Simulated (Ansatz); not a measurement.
**Molecular dynamics of CH$_{8}$OSn**

The input (input.yaml):

```yaml
crystal:
  periodic: [false, false, false]
  atoms:
    - { symbol: Sn, position_ang: [-0.336714, 1.516868, 0.321136] }
    - { symbol: O, position_ang: [-0.045319, -0.688641, 0.407711] }
    - { symbol: C, position_ang: [-0.006596, -1.609953, -0.6701] }
    - { symbol: H, position_ang: [-1.67204, 1.210861, -0.761137] }
    - { symbol: H, position_ang: [0.802944, 2.504426, -0.529528] }
    - { symbol: H, position_ang: [-0.954837, 2.188665, 1.786652] }
    - { symbol: H, position_ang: [0.921605, -0.192205, 0.982595] }
    - { symbol: H, position_ang: [1.314828, 0.682194, 1.364524] }
    - { symbol: H, position_ang: [-0.013771, -2.650961, -0.280415] }
    - { symbol: H, position_ang: [-0.906202, -1.482409, -1.309985] }
    - { symbol: H, position_ang: [0.896103, -1.478845, -1.311454] }
magnetization:
  spin_polarized: true
basis:
  gaussian: { orbitals: def2-SVP }
hamiltonian:
  xc: pbe
md:
  timestep: 0.5
  n_steps: 200
  ensemble: nve
  temperature: 100.0
  initial_velocities: maxwell_boltzmann
  seed: 7326
```

Command:

```bash
$ ansatz run input.yaml --threads 2 --pin off --max-ram 3072MiB --backend cpu --events-out ev --progress --plain --runs-dir out
```

It starts at the highest image of a converged band. Of that band: The profile has 3 maxima (images 2, 4, 6) with wells between them (images 3, 5): this band takes more than one step, which may be the mechanism or a detour left from its start path. Neighbouring images differ by up to 1.3 eV, so the band resolves the path poorly. A vibrational analysis at the climbing image gives one clearly imaginary mode, 1105i cm⁻¹: a first-order saddle point.

Output, in part (one step line in 7, the closing report, with atoms numbered from 0):

```
md step     0: t =     0.00 fs  T =   100.0 K  F+E_penalty+E_count = -9036.44028492 eV  E_kin = 0.116334 eV  conserved = -9036.32395092 eV  (29 SCF iters)
md step     7: t =     3.50 fs  T =    60.9 K  F+E_penalty+E_count = -9036.39463902 eV  E_kin = 0.070897 eV  conserved = -9036.32374239 eV  (25 SCF iters)
md step    14: t =     7.00 fs  T =    38.0 K  F+E_penalty+E_count = -9036.36784796 eV  E_kin = 0.044206 eV  conserved = -9036.32364232 eV  (31 SCF iters)
md step    21: t =    10.50 fs  T =    96.4 K  F+E_penalty+E_count = -9036.43594991 eV  E_kin = 0.112115 eV  conserved = -9036.32383503 eV  (31 SCF iters)
md step    28: t =    14.00 fs  T =   170.4 K  F+E_penalty+E_count = -9036.52188058 eV  E_kin = 0.198184 eV  conserved = -9036.32369614 eV  (30 SCF iters)
md step    35: t =    17.50 fs  T =   290.3 K  F+E_penalty+E_count = -9036.66165504 eV  E_kin = 0.337675 eV  conserved = -9036.32397984 eV  (30 SCF iters)
md step    42: t =    21.00 fs  T =   379.9 K  F+E_penalty+E_count = -9036.76609836 eV  E_kin = 0.441998 eV  conserved = -9036.32410044 eV  (29 SCF iters)
md step    49: t =    24.50 fs  T =   435.7 K  F+E_penalty+E_count = -9036.83053394 eV  E_kin = 0.506815 eV  conserved = -9036.32371899 eV  (29 SCF iters)
md step    56: t =    28.00 fs  T =   538.5 K  F+E_penalty+E_count = -9036.95048393 eV  E_kin = 0.626446 eV  conserved = -9036.32403767 eV  (30 SCF iters)
md step    63: t =    31.50 fs  T =   572.7 K  F+E_penalty+E_count = -9036.99030226 eV  E_kin = 0.666294 eV  conserved = -9036.32400839 eV  (30 SCF iters)
md step    70: t =    35.00 fs  T =   601.3 K  F+E_penalty+E_count = -9037.02362150 eV  E_kin = 0.699567 eV  conserved = -9036.32405486 eV  (30 SCF iters)
md step    77: t =    38.50 fs  T =   616.3 K  F+E_penalty+E_count = -9037.04104873 eV  E_kin = 0.716980 eV  conserved = -9036.32406863 eV  (29 SCF iters)
md step    84: t =    42.00 fs  T =   592.1 K  F+E_penalty+E_count = -9037.01226539 eV  E_kin = 0.688840 eV  conserved = -9036.32342513 eV  (30 SCF iters)
md step    91: t =    45.50 fs  T =   737.4 K  F+E_penalty+E_count = -9037.18203237 eV  E_kin = 0.857795 eV  conserved = -9036.32423761 eV  (30 SCF iters)
md step    98: t =    49.00 fs  T =   798.5 K  F+E_penalty+E_count = -9037.25306238 eV  E_kin = 0.928924 eV  conserved = -9036.32413831 eV  (28 SCF iters)
md step   105: t =    52.50 fs  T =   821.4 K  F+E_penalty+E_count = -9037.27932615 eV  E_kin = 0.955572 eV  conserved = -9036.32375409 eV  (29 SCF iters)
md step   112: t =    56.00 fs  T =   939.7 K  F+E_penalty+E_count = -9037.41732553 eV  E_kin = 1.093234 eV  conserved = -9036.32409117 eV  (30 SCF iters)
md step   119: t =    59.50 fs  T =   941.5 K  F+E_penalty+E_count = -9037.41910836 eV  E_kin = 1.095280 eV  conserved = -9036.32382819 eV  (30 SCF iters)
md step   126: t =    63.00 fs  T =   943.2 K  F+E_penalty+E_count = -9037.42134773 eV  E_kin = 1.097212 eV  conserved = -9036.32413619 eV  (30 SCF iters)
md step   133: t =    66.50 fs  T =   922.4 K  F+E_penalty+E_count = -9037.39703967 eV  E_kin = 1.073073 eV  conserved = -9036.32396671 eV  (30 SCF iters)
md step   140: t =    70.00 fs  T =   928.0 K  F+E_penalty+E_count = -9037.40336742 eV  E_kin = 1.079564 eV  conserved = -9036.32380389 eV  (30 SCF iters)
md step   147: t =    73.50 fs  T =  1001.4 K  F+E_penalty+E_count = -9037.48886345 eV  E_kin = 1.164912 eV  conserved = -9036.32395095 eV  (30 SCF iters)
md step   154: t =    77.00 fs  T =  1000.0 K  F+E_penalty+E_count = -9037.48717369 eV  E_kin = 1.163285 eV  conserved = -9036.32388836 eV  (30 SCF iters)
md step   161: t =    80.50 fs  T =  1019.8 K  F+E_penalty+E_count = -9037.51054996 eV  E_kin = 1.186390 eV  conserved = -9036.32415999 eV  (30 SCF iters)
md step   168: t =    84.00 fs  T =  1007.5 K  F+E_penalty+E_count = -9037.49620474 eV  E_kin = 1.172118 eV  conserved = -9036.32408694 eV  (30 SCF iters)
md step   175: t =    87.50 fs  T =   929.6 K  F+E_penalty+E_count = -9037.40506204 eV  E_kin = 1.081404 eV  conserved = -9036.32365806 eV  (30 SCF iters)
md step   182: t =    91.00 fs  T =   955.6 K  F+E_penalty+E_count = -9037.43557449 eV  E_kin = 1.111684 eV  conserved = -9036.32389064 eV  (30 SCF iters)
md step   189: t =    94.50 fs  T =   952.9 K  F+E_penalty+E_count = -9037.43257519 eV  E_kin = 1.108582 eV  conserved = -9036.32399351 eV  (30 SCF iters)
md step   196: t =    98.00 fs  T =   971.1 K  F+E_penalty+E_count = -9037.45386306 eV  E_kin = 1.129721 eV  conserved = -9036.32414171 eV  (30 SCF iters)
md step   200: t =   100.00 fs  T =   994.6 K  F+E_penalty+E_count = -9037.48115212 eV  E_kin = 1.157064 eV  conserved = -9036.32408829 eV  (28 SCF iters)
Total energy: -9037.48119756 eV, -332.1213081857 hartree
Atom 0 at    -0.367742     1.858367     0.318575 Å, force    -0.426165     0.066688     0.082124 eV/Å
Atom 1 at     0.214295    -2.481892     0.627734 Å, force     0.843552    -0.607152    -0.902667 eV/Å
Atom 2 at     0.065950    -2.318629    -0.801723 Å, force    -0.683300     0.675560     1.106312 eV/Å
Atom 3 at    -1.263073     1.435164    -1.083006 Å, force    -0.054844     0.010423    -0.233789 eV/Å
Atom 4 at     0.091398     3.525994     0.196310 Å, force     0.046017    -0.153789     0.060748 eV/Å
Atom 5 at    -1.501779     1.627518     1.616049 Å, force     0.247014     0.060111    -0.009759 eV/Å
Atom 6 at     0.863737    -3.228459     0.732050 Å, force    -0.650353     0.666502     0.043550 eV/Å
Atom 7 at     0.947615     0.772098     0.399594 Å, force     0.201059    -0.003125     0.128125 eV/Å
Atom 8 at    -0.629016    -3.068719    -1.226560 Å, force     0.175893    -0.388413    -0.282964 eV/Å
Atom 9 at    -0.469559    -1.348321    -0.947693 Å, force     0.224611    -0.113042     0.020245 eV/Å
Atom 10 at     1.018425    -2.244342    -1.367669 Å, force     0.076514    -0.213762    -0.011924 eV/Å
Dipole moment:     0.233729    -0.210526    -0.183946 e Å
```

All steps were run. The conserved energy stayed within 0.048 meV per atom of its start (net change -0.012 meV per atom), so the integration is sound. The kinetic energy rose, since the run started high on the potential surface and went downhill. It ends in pieces (CH4O + H4Sn), so much of that is their flight and rotation, not heat. A run of 0.1 ps of so small a system gives no equilibrium averages. The orbitals were unrestricted but ended closed-shell.

Between its relaxed ends the band would form Sn1–H8, O2–H7 and break Sn1–O2, H7–H8. These pairs go: Sn1–H8 2.12 → 1.71 Å, O2–H7 1.23 → 0.99 Å, Sn1–O2 2.23 → 4.39 Å, H7–H8 1.03 → 4.02 Å. In the last frame they stand as after the step (other bonds may differ from the relaxed reactants and products). It ends as CH4O + H4Sn. Pairs count as bonded within 1.25 times the sum of covalent radii (0.12 Å more for H–H).

Last frame:

```xyz
11
Properties=species:S:1:pos:R:3
Sn -0.368 1.858 0.319
O 0.214 -2.482 0.628
C 0.066 -2.319 -0.802
H -1.263 1.435 -1.083
H 0.091 3.526 0.196
H -1.502 1.627 1.616
H 0.864 -3.228 0.732
H 0.948 0.772 0.400
H -0.629 -3.069 -1.227
H -0.470 -1.348 -0.948
H 1.018 -2.244 -1.368
```

Run time: 4.8 min on 2 threads of AMD EPYC 9R14 (Zen 4) (shared host), peak memory 0.17 GiB.
